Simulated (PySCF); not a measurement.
Two species compared at the same levels of theory.

First species: C4H11FO2Si.
Numbering: `[CH3:1][O:2][C@@H:3]([F:4])[C@@H:5]([CH3:6])[O:7][SiH3:8]` (hydrogens: H9, H10, H11 on C1; H12 on C3; H13 on C5; H14, H15, H16 on C6; H17, H18, H19 on Si8)

Structure used (GFN2-xTB), in Å, numbered top down from 1:
```
atom  x, y, z in Å
C1     2.1458   -1.2653    0.7216
O2     0.9182   -0.5597    0.7779
C3     0.7479    0.3874   -0.1911
F4     0.8099   -0.1936   -1.4460
C5    -0.6259    1.0420    0.0079
C6    -0.8715    2.1166   -1.0469
O7    -1.6435    0.1078   -0.0388
Si8   -1.6804   -1.4435    0.4462
H9     2.1310   -1.9565    1.5600
H10    2.2365   -1.8201   -0.2152
H11    2.9885   -0.5723    0.8182
H12    1.5539    1.1454   -0.1884
H13   -0.5979    1.4930    1.0134
H14   -0.1207    2.8993   -0.9784
H15   -0.8375    1.6662   -2.0356
H16   -1.8562    2.5483   -0.8934
H17   -0.8489   -2.3415   -0.3545
H18   -3.0968   -1.6549    0.1683
H19   -1.3620   -1.5893    1.8673
```

Second species: C4H11FO2Si.
SMILES: `CO[Si@@H](F)OC(C)C`

Levels: PBE0/pcSseg-1 for dipole moment, HOMO energy, LUMO energy and HOMO–LUMO gap; GFN2-xTB for rotational constant A and rotational constant C. Geometries: GFN2-xTB. All species are isolated and taken at one optimised geometry, non-relativistic unless stated. Electronic properties by PySCF.

The conformers computed, where there is a choice (atom-mapped SMILES and torsion angles):
- `[CH3:1][O:2][C@@H:3]([F:4])[C@@H:5]([CH3:6])[O:7][SiH3:8]`: C1–O2–C3–F4 59°, O2–C3–C5–C6 180°, C3–C5–O7–Si8 34°
- `[CH3:1][O:2][Si@@H:3]([F:4])[O:5][CH:6]([CH3:7])[CH3:8]`: C1–O2–Si3–F4 -176°, O2–Si3–O5–C6 -174°, Si3–O5–C6–C7 -89°

| property | column X | column Y |
| --- | --- | --- |
| dipole moment | 3.06 D | 2.94 D |
| HOMO energy | -7.90 eV | -8.50 eV |
| LUMO energy | 0.97 eV | 1.23 eV |
| HOMO–LUMO gap | 8.87 eV | 9.73 eV |
| rotational constant A | 1.873 GHz | 2.525 GHz |
| rotational constant C | 1.047 GHz | 0.859 GHz |

**Question.** Which column belongs to which species?

**Answer.** Column X is the first species and column Y the second. The first has 19 atoms and 74 electrons, the second 19 and 74.

**Question.** How does each property change from the first species to the second?

**Answer.** dipole moment -0.12 D; HOMO energy -0.60 eV; LUMO energy +0.26 eV; HOMO–LUMO gap +0.86 eV; rotational constant A +0.652 GHz; rotational constant C -0.188 GHz.

On the first: A dipole of 3.06 D is allowed in C1, and pure rotational transitions are dipole-allowed. The dipole matches unit charges of opposite sign 0.64 Å apart (1 e·Å = 4.8032 D).

On the second: The dipole matches unit charges of opposite sign 0.61 Å apart (1 e·Å = 4.8032 D).
